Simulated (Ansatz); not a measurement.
PtS₂. Charge 0, multiplicity 1. Geometry r2SCAN-D4/def2-TZVP, that of the charge +1 doublet.

Cartesian coordinates in Å:
```
Pt -0.2829 0.6457 -1.1302
S -0.2829 -1.1287 0.2104
S 0.5658 0.4830 0.9198
```

In the def2 sets Pt takes a core potential; there is no spin–orbit coupling. A triplet lies near this restricted singlet, and broken spin symmetry wasn't tried. The order of the spin states hangs on the level: the triplet lies 0.09 eV below the singlet at PBE-D4/def2-TZVP, but 0.00 eV above it at PBE0-D4/def2-TZVP. The structure comes from a short search, and lower isomers may exist.

Question: Estimate the orbital energies around the gap (eV) in Ansatz with PBE-D4/def2-TZVP, r2SCAN-D4/def2-TZVP, PBE0-D4/def2-TZVP.

Answer: 
| orbital | PBE-D4/def2-TZVP | r2SCAN-D4/def2-TZVP | PBE0-D4/def2-TZVP |
| --- | --- | --- | --- |
| HOMO−5 | -8.76 | -8.98 | -9.79 |
| HOMO−4 | -6.74 | -7.05 | -8.27 |
| HOMO−3 | -6.65 | -6.92 | -8.00 |
| HOMO−2 | -6.02 | -6.31 | -7.36 |
| HOMO−1 | -5.91 | -6.16 | -7.24 |
| HOMO | -4.24 | -4.40 | -5.35 |
| LUMO | -4.20 | -4.12 | -3.32 |
| LUMO+1 | -4.10 | -3.85 | -3.16 |
| LUMO+2 | -0.83 | -0.52 | 0.29 |
| LUMO+3 | -0.28 | 0.04 | 0.38 |
| LUMO+4 | 0.69 | 1.14 | 1.47 |
| LUMO+5 | 1.33 | 1.89 | 2.11 |
